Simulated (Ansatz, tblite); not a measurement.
Cost and result up the ladder for Sn2O6H4 (the lowest singlet isomer of a short search) (12 atoms). The state is a singlet with charge 0. Geometry: r2SCAN-D4/def2-SVP.

```xyz
12

Sn   -1.048   -1.653   -0.731
Sn    1.456    0.690    1.063
O     1.719   -1.886    0.000
O    -2.353   -0.535    0.273
O     0.581   -1.311    0.740
O    -0.035    0.388   -1.455
O    -0.482    1.442    0.810
O     1.375    0.497   -1.090
H     1.810   -1.194   -0.715
H    -1.912    0.218    0.715
H    -0.658    2.320    1.176
H    -0.453    1.023   -0.786
```

Ansatz on 4 threads of Arm Neoverse V2 on a shared host; xTB runs through tblite on one thread. Times are rough, summed over both states, and most runs start from the orbitals of an earlier one. PBE0-D4/def2-TZVP serves as the yardstick here, not as an exact answer. The other state is a triplet.

In the def2 sets Sn takes a core potential; there is no spin–orbit coupling. The xTB rows come from tblite. The structure holds 2 bonds between oxygen atoms, so isomers without such links may lie far lower. The structure comes from a short search, and lower isomers may exist.

xTB has no spin-polarisation term.

| level | functions | wall time | vertical triplet (eV) | difference from PBE0-D4/def2-TZVP (eV) |
| --- | --- | --- | --- | --- |
| GFN1-xTB | 50 | 0.017 s | 5.92 | 2.13 |
| GFN2-xTB | 46 | 0.021 s | 5.23 | 1.44 |
| PBE-D4/def2-TZVP | 310 | 14 s | 3.36 | -0.43 |
| r2SCAN-D4/def2-TZVP (with forces) | 310 | 32 s | 3.49 | -0.30 |
| PBE0-D4/def2-TZVP | 310 | 39 s | 3.79 | 0.00 |
